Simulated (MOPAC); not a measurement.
Input file for MOPAC: PM6 on GaF, a point of a bond scan (R = 5.761 Å).

```
PM6 1SCF PRECISE CHARGE=0 THREADS=1
FGa

Ga    -0.00000000 1    -0.00000000 1    -0.40509541 1
F      0.00000000 1     0.00000000 1     5.35626152 1
```

Program output:

```
*******************************************************************************
 **                                                                           **
 **                              MOPAC v23.2.5                                **
 **                                                                           **
 *******************************************************************************
 ** MOPAC's Digital Object Identifier: https://doi.org/10.5281/zenodo.6511958 **
 **                                                                           **
 ** Please cite the open-source release paper for use of this MOPAC version:  **
 ** J. E. Moussa and J. J. P. Stewart (2026)                                  **
 ** MOPAC: An open-source semiempirical molecular orbital program             **
 ** J. Open Source Softw., 11(119), 8025, https://doi.org/10.21105/joss.08025 **
 *******************************************************************************

                              PM6 CALCULATION RESULTS

 *******************************************************************************
 *  PM6        - The PM6 Hamiltonian to be used
 *
 *
 *
 *                 CHARGE ON SYSTEM = 0
 *
 *
 *
 *  PRECISE    - TIGHTER CRITERIA TO BE USED
 *  1SCF       - DO 1 SCF AND THEN STOP
 *  THREADS=1  - MULTI-THREADING NOT USED
 *  T=         - A TIME OF 172800.0 SECONDS REQUESTED
 *  DUMP=N     - RESTART FILE WRITTEN EVERY 7200.0 SECONDS REQUESTED
 *******************************************************************************
PM6 1SCF PRECISE CHARGE=0 THREADS=1
 FGa

   ATOM   CHEMICAL          X               Y               Z
  NUMBER   SYMBOL      (ANGSTROMS)     (ANGSTROMS)     (ANGSTROMS)

     1      Ga         -0.00000000  *  -0.00000000  *  -0.40509541  *
     2       F          0.00000000  *   0.00000000  *   5.35626152  *



          CARTESIAN COORDINATES

    NO.       ATOM           X           Y           Z

     1        Ga         -0.0000     -0.0000     -0.4051
     2         F          0.0000      0.0000      5.3563

 General Reference for PM6:
 "Optimization of Parameters for Semiempirical Methods V: Modification of NDDO Approximations
 and Application to 70 Elements", J. J. P. Stewart, J. Mol. Mod., 13, 1173-1213 (2007)
 URL: https://link.springer.com/article/10.1007/s00894-007-0233-4

           Empirical Formula: Ga F  =     2 atoms



      MOLECULAR POINT GROUP   :   C*v


      RHF CALCULATION, NO. OF DOUBLY OCCUPIED LEVELS = 5


 -------------------------------------------------------------------------------
 PM6 1SCF PRECISE CHARGE=0 THREADS=1
 FGa



     1SCF WAS SPECIFIED, SO BFGS WAS NOT USED
     SCF FIELD WAS ACHIEVED


                              PM6 CALCULATION
                                                       MOPAC v23.2.5 Linux




          FINAL HEAT OF FORMATION =         93.05972 KCAL/MOL =     389.36186 KJ/MOL


          COSMO AREA              =         98.55 SQUARE ANGSTROMS
          COSMO VOLUME            =         67.21 CUBIC ANGSTROMS

          IONIZATION POTENTIAL    =          6.210554 EV
          HOMO LUMO ENERGIES (EV) =         -6.211 -3.695
          NO. OF FILLED LEVELS    =          5
          MOLECULAR WEIGHT        =         88.7334         POINT GROUP:  C*v

          MOLECULAR DIMENSIONS (Angstroms)

            Atom       Atom       Distance
            F     2   Ga     1     5.76136
            F     2   Ga     1     0.00000
           Ga     1    F     2     0.00000


          SCF CALCULATIONS        =          1





   ATOM   CHEMICAL          X               Y               Z
  NUMBER   SYMBOL      (ANGSTROMS)     (ANGSTROMS)     (ANGSTROMS)

     1      Ga         -0.00000000  *  -0.00000000  *  -0.40509541  *
     2       F          0.00000000  *   0.00000000  *   5.35626152  *

                             CARTESIAN COORDINATES

   1   Ga       -0.000000000    -0.000000000    -0.405095410
   2    F        0.000000000     0.000000000     5.356261520


           Empirical Formula: Ga F  =     2 atoms



      MOLECULAR POINT GROUP   :   C*v


                  EIGENVALUES
 -28.31260 -17.40013  -6.84322  -6.84322  -6.21055  -3.69511  -3.59999  -3.59999


              NET ATOMIC CHARGES AND DIPOLE CONTRIBUTIONS

  ATOM NO.   TYPE          CHARGE      No. of ELECS.   s-Pop       p-Pop
    1         Ga           0.916114        2.0839     1.99884     0.08505
    2          F          -0.916114        7.9161     2.00000     5.91611
 DIPOLE           X         Y         Z       TOTAL
 POINT-CHG.     0.000     0.000   -25.352    25.352
 HYBRID         0.000     0.000     0.276     0.276
 SUM            0.000     0.000   -25.075    25.075


          ATOMIC ORBITAL ELECTRON POPULATIONS

     Atom    s        px        py        pz
    1 Ga   1.99884   0.00000   0.00000   0.08505
    2  F   2.00000   2.00000   2.00000   1.91611

 **********************
 *                    *
 * JOB ENDED NORMALLY *
 *                    *
 **********************




 == MOPAC DONE ==
```

The run finished.

Cost: around 0.04 core-seconds (rough).
